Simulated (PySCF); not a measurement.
Species: Ti(OMe)Me3, C₄H₁₂OTi (singlet state).
Bonds: Ti1–O2, Ti1–C7, Ti1–C11, Ti1–C15, O2–C3. Hydrogens: H4, H5, H6 on C3; H8, H9, H10 on C7; H12, H13, H14 on C11; H16, H17, H18 on C15.

Method used: PBE0-D3(BJ)/def2-SVP geometry optimisation, gas phase in PySCF 2.14.0.

Problem. List the bond lengths and angles at this level.

Solution. 
| bond | length (Å) |
| --- | --- |
| Ti1–O2 | 1.747 |
| Ti1–C7, Ti1–C11, Ti1–C15 | 2.064 |
| O2–C3 | 1.383 |
| C3–H4, C3–H5, C3–H6 | 1.104 |
| C7–H8 and 8 like bonds | 1.104 |

Bonds in one row agree within 0.01 Å and their mean is given. A selection of angles:
| angle | degrees |
| --- | --- |
| O2–Ti1–C7 | 110.5 |
| O2–Ti1–C11 | 109.8 |
| C7–Ti1–C11 | 108.5 |
| Ti1–O2–C3 | 179.6 |
| O2–C3–H4 | 110.8 |
| H4–C3–H5 | 108.1 |
| Ti1–C7–H8 | 108.3 |
| Ti1–C7–H9 | 111.1 |
| H8–C7–H9 | 108.8 |
| Ti1–C11–H12 | 108.6 |

O2 (oxygen bonded to C and Ti) is linear (angle 179.6°). Ti1 (titanium bonded to 3 C and O) is tetrahedral (angles from 108.5° to 110.5°). All 3 C–Ti bonds measure 2.064 to 2.065 Å.

Point group: near C3v, missed by 0.22 Å at most; the miss may be what the optimiser left on a soft mode. PBE0-D3(BJ)/def2-SVP frequencies: not computed here.

On Arm Neoverse V2, one thread, on a shared host, this took 2.1 min of wall time and 0.66 GiB of memory at its peak. These figures are those of the optimisation.
